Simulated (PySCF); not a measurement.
Species: C₅H₁₄BN.
Z-matrix (Å and degrees, PBE0-D3(BJ)/def2-SVP geometry), rows numbered from 1:
```
B 
N   1  1.6289
C   2  1.4671  1  111.73
C   2  1.4671  1  112.10  3  -126.33
C   4  1.5398  2  119.51  1  -171.86
C   5  1.5413  4   87.56  2   141.72
C   4  1.5311  2  118.07  1   -65.52
H   1  1.2245  2  106.49  3  -175.64
H   1  1.2282  2  105.58  3    63.98
H   1  1.2264  2  105.53  3   -55.87
H   2  1.0227  1  105.23  3   117.23
H   3  1.1006  2  111.51  1   177.56
H   3  1.0964  2  108.83  1    55.72
H   3  1.0979  2  108.27  1   -61.69
H   4  1.1006  2  106.47  1    60.25
H   5  1.1000  4  118.40  2   -96.67
H   5  1.1030  4  111.06  2    29.94
H   6  1.1001  5  111.64  4    93.55
H   6  1.0990  5  117.52  4  -140.35
H   7  1.0975  4  117.57  2    94.67
H   7  1.1018  4  110.86  2   -30.44
```

NICS is the negative of the GIAO shielding at a point without a nucleus: at the ring centre (0) and 1 Å above and below it (1); zz is the component along the ring normal. Level: GIAO PBE0/pcSseg-1 (PySCF, non-relativistic, gas phase) on the PBE0-D3(BJ)/def2-SVP geometry, one conformer.

Ring bond lengths (Å), with Mayer bond orders in brackets: C4–C5 1.540 (0.99), C5–C6 1.541 (1.03), C6–C7 1.541 (1.02), C7–C4 1.531 (1.01).

Give the NICS values of each ring in ppm.

```csv
ring,type,NICS(0),"NICS(1), two faces","NICS(1)zz, two faces",rms pucker (Å),"centre to ring atoms, mean (Å)"
C4–C5–C6–C7,4-membered carbocycle; formal bonds all single,-3.6,-2.7 / -2.1,0.5 / 3.6,0.13,1.08
```

What do they say, and how far can they be read as aromaticity?

- C4–C5–C6–C7: mean NICS(1)zz 2.0 ppm, near zero. C4, C5, C6, C7 have four or more neighbours; no verdict on aromaticity is drawn. The two faces differ by 3.1 ppm, so no symmetry operation interchanges them.

Give the inner angles of the rings and the Hirshfeld charges of the ring atoms.

- C4–C5–C6–C7: C4 89.1° (+0.038 e), C5 87.6° (-0.074 e), C6 88.7° (-0.066 e), C7 87.9° (-0.063 e); sum 353.2° against 360° for a flat convex ring.

How do the values depend on the level or the medium?

```csv
level,"NICS(0), C4–C5–C6–C7","mean NICS(1)zz, C4–C5–C6–C7"
"PBE0/pcSseg-1, gas",-3.6,2.0
"wB97X-D/pcSseg-1, gas",-3.6,1.9
```

The geometry is the same throughout.
